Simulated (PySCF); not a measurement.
## Te²⁺: interval between two levels

Te²⁺ [Kr] 4d10 5s2 5p2 [3P2, M_J = 2] → Te²⁺ [Kr] 4d10 5s1 5p3 [5S2, M_J = 2], as a difference of total energies. Calculation: PySCF 2.14, in x2c-TZVPall-2c (8s9p5d2f, 74 functions); the two-component X2C-1e Hamiltonian. Correlated levels: [Ar] 3d10 frozen; the 6 highest virtual spinors dropped. "Screened" scales the spin-orbit matrix elements by Boettger's factors to mimic the two-electron term; Breit and QED terms are absent.

```json
{"method": "GHF (spin-free)", "interval between two levels (cm⁻¹)": "43106"}
{"method": "GMP2 (spin-free)", "interval between two levels (cm⁻¹)": "57108"}
{"method": "GHF (screened spin-orbit)", "interval between two levels (cm⁻¹)": "41306"}
{"method": "GMP2 (screened spin-orbit)", "interval between two levels (cm⁻¹)": "55030"}
```

The labels give the starting determinants; with spin-orbit coupling the two ends relaxed to ⟨J²⟩ = 6.01, ⟨L²⟩ = 2.71, ⟨S²⟩ = 1.69 and ⟨J²⟩ = 6.00, ⟨L²⟩ = 0.05, ⟨S²⟩ = 5.97.
